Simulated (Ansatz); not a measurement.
Reaction (redistribution): `[CH3][Mo]([OH])(=[S])=[S]` + `NC[SiH2]N` → `[NH2][Mo]([OH])(=[S])=[S]` + `CC[SiH2]N`

Calculated with Ansatz (gas phase, PBE0-D4/def2-TZVP geometries, no zero-point term in ΔE). CBS: MP2 limit from def2 TZ/QZ plus the TZ coupled-cluster correction, frozen cores. DFT in def2-TZVPP. B3LYP here is the variant with VWN-RPA as its local correlation; programs differ in this. def2 core potentials past Kr. For Mo outer-core shells are correlated without core-valence functions, which leaves a few kJ/mol of doubt a bond. Each species was taken in one conformer, which may not be the lowest.

```
             level  ΔE (kJ/mol)  difference from CCSD(T)/CBS
            PBE-D4       -113.7                         -5.1
           PBE0-D4       -111.3                         -2.7
          B3LYP-D4       -113.4                         -4.8
            r2SCAN       -117.2                         -8.6
              PBE0       -111.6                         -3.0
    MP2/def2-TZVPP       -117.2                         -8.6
   CCSD/def2-TZVPP       -104.2                          4.4
CCSD(T)/def2-TZVPP       -108.3                          0.3
     HF/def2-QZVPP       -104.0                          4.6
    CCSD/CBS(def2)       -104.6                          4.0
       CCSD(T)/CBS       -108.6                            0
```

Largest T1 diagnostic among the species: 0.025, so the coupled-cluster value is less sure than usual.

In def2-TZVPP, CCSD(T) changes the Hartree–Fock value by −4.6 kJ/mol (the triples alone add −4.0 kJ/mol) and MP2 by −13.5 kJ/mol.
